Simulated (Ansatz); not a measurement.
C6H14AlCl, SMILES `C[CH](C)[Al]([Cl])[CH](C)C` at its PBE0-D4/def2-TZVP geometry, where that method's forces vanish. The species carries charge 0 and has multiplicity 1.

```json
{"atom": "C1", "x (Å)": "2.5907", "y (Å)": "-1.2249", "z (Å)": "1.1064"}
{"atom": "C2", "x (Å)": "1.3840", "y (Å)": "-0.2981", "z (Å)": "0.9950"}
{"atom": "C3", "x (Å)": "1.8137", "y (Å)": "1.1689", "z (Å)": "0.8983"}
{"atom": "Al4", "x (Å)": "0.1359", "y (Å)": "-0.7508", "z (Å)": "-0.4536"}
{"atom": "Cl5", "x (Å)": "0.4597", "y (Å)": "-2.5408", "z (Å)": "-1.5357"}
{"atom": "C6", "x (Å)": "-1.3975", "y (Å)": "0.3735", "z (Å)": "-0.9490"}
{"atom": "C7", "x (Å)": "-2.3242", "y (Å)": "-0.2412", "z (Å)": "-1.9935"}
{"atom": "C8", "x (Å)": "-2.1728", "y (Å)": "0.8091", "z (Å)": "0.2981"}
{"atom": "H9", "x (Å)": "3.2208", "y (Å)": "-1.1699", "z (Å)": "0.2135"}
{"atom": "H10", "x (Å)": "2.2994", "y (Å)": "-2.2711", "z (Å)": "1.2247"}
{"atom": "H11", "x (Å)": "3.2199", "y (Å)": "-0.9542", "z (Å)": "1.9628"}
{"atom": "H12", "x (Å)": "0.7891", "y (Å)": "-0.4028", "z (Å)": "1.9161"}
{"atom": "H13", "x (Å)": "2.4217", "y (Å)": "1.4606", "z (Å)": "1.7628"}
{"atom": "H14", "x (Å)": "2.4252", "y (Å)": "1.3504", "z (Å)": "0.0081"}
{"atom": "H15", "x (Å)": "0.9629", "y (Å)": "1.8554", "z (Å)": "0.8539"}
{"atom": "H16", "x (Å)": "-0.9476", "y (Å)": "1.2794", "z (Å)": "-1.3853"}
{"atom": "H17", "x (Å)": "-2.7999", "y (Å)": "-1.1526", "z (Å)": "-1.6189"}
{"atom": "H18", "x (Å)": "-1.7935", "y (Å)": "-0.5139", "z (Å)": "-2.9086"}
{"atom": "H19", "x (Å)": "-3.1276", "y (Å)": "0.4532", "z (Å)": "-2.2674"}
{"atom": "H20", "x (Å)": "-2.9635", "y (Å)": "1.5243", "z (Å)": "0.0423"}
{"atom": "H21", "x (Å)": "-2.6630", "y (Å)": "-0.0413", "z (Å)": "0.7837"}
{"atom": "H22", "x (Å)": "-1.5335", "y (Å)": "1.2868", "z (Å)": "1.0465"}
```

(1) For each bond, give half the difference of the two atoms' forces along it (eV/Å; positive pushes the atoms apart) under PBE-D4, r2SCAN-D4, B3LYP-D4, ωB97M-V in def2-TZVPP. (An estimate is asked.)

Results:

(1) Computed: 
```csv
bond,length (Å),PBE-D4,r2SCAN-D4,B3LYP-D4,ωB97M-V
C1–C2,1.526,0.00,0.12,0.18,0.19
C1–H9,1.094,0.11,-0.03,-0.06,-0.07
C1–H10,1.092,0.09,-0.04,-0.08,-0.07
C1–H11,1.097,0.12,-0.03,-0.07,-0.09
C2–C3,1.532,0.01,0.13,0.18,0.17
C2–Al4,1.965,-0.02,-0.07,-0.07,-0.11
C3–H14,1.095,0.11,-0.03,-0.06,-0.07
C3–H15,1.094,0.09,-0.04,-0.08,-0.06
C6–C8,1.532,0.01,0.13,0.18,0.17
C7–H17,1.094,0.11,-0.03,-0.06,-0.07
C7–H19,1.097,0.12,-0.03,-0.07,-0.09
C8–H20,1.096,0.13,-0.03,-0.07,-0.10
C8–H21,1.095,0.11,-0.03,-0.06,-0.07
C8–H22,1.094,0.09,-0.04,-0.08,-0.06
```

B3LYP here is the variant with VWN-RPA as its local correlation; programs differ in this.
